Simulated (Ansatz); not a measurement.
The cluster MnO2⁺, relaxed as a singlet with RKS PBE0-D4/def2-TZVP in Ansatz, starting from the GFN2-xTB geometry. Force threshold 0.02 eV/Å.

The structure holds one bond between oxygen atoms, so isomers without such links may lie far lower. The restricted singlet is unstable: a solution with broken spin symmetry lies lower. At PBE0-D4/def2-TZVP a quintet of charge 1 lies 3.56 eV below the restricted singlet, each at its own geometry. That quintet is doubtful there (⟨S²⟩ 6.96, where a pure state has 6.00). The structure comes from a short search, and lower isomers may exist.

Start:

Cartesian coordinates in Å:
```
Mn -1.3917 -0.0293 -0.0531
O 1.2936 0.0274 0.0492
O 0.0981 0.0019 0.0039
```

(1) Estimate the energy that the relaxation releases and the steps that it takes.

(2) Does the start keep its bonding and symmetry?

(3) Predict the relaxed structure.

Results:

(1) 181.3 kJ/mol, in 26 steps; 1.7 min on 4 threads of Intel Xeon on a shared host. The force fell under the threshold at step 5, but the optimiser went on and released 1.527 eV more. No frequencies were taken in this run, so the end may be a saddle point.

(2) By distances, no bond broke or formed. The bond that changes most is Mn1–O2, from 2.69 to 1.72 Å (atoms count from 1). Point group C∞v at the start, C2v at the end, both within 0.05 Å.

(3) 
```xyz
3

Mn   -0.979    0.249   -0.311
O     0.737    0.313   -0.274
O     0.243   -0.561    0.584
```
Bond lengths: 2 × Mn–O 1.72 Å; 1 × O–O 1.32 Å.
